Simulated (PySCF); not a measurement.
**Mn²⁺ (manganese, charge +2) across methods**

[Ar] 3d5, high-spin 6S determinant. Computed with PySCF 2.14 in def2-QZVPPD (11s6p5d4f2g, 100 functions), with the non-relativistic Hamiltonian (point nucleus).

```tsv
method	E (hartree)	mean ε 3p α (eV)	mean ε 3p β (eV)	mean ε 3d α (eV)	Σ⟨r²⟩ (bohr²)	⟨S²⟩
r2SCAN	-1150.132	-75.842	-68.992	-26.358	16.14	8.750
TPSSh	-1150.170	-76.026	-69.738	-26.893	16.21	8.750
PBE	-1149.894	-73.712	-68.427	-26.039	16.33	8.750
BP86	-1150.284	-73.702	-68.612	-26.058	16.28	8.750
PBE0	-1149.947	-78.453	-71.237	-28.450	16.15	8.750
LDA	-1147.757	-73.607	-68.574	-26.251	16.33	8.750
TPSS	-1150.177	-74.179	-68.642	-25.922	16.28	8.750
M06-L	-1150.123	-75.839	-68.690	-25.857	15.92	8.751
UHF	-1149.10975	-91.879	-78.159	-35.051	15.86	8.751
```
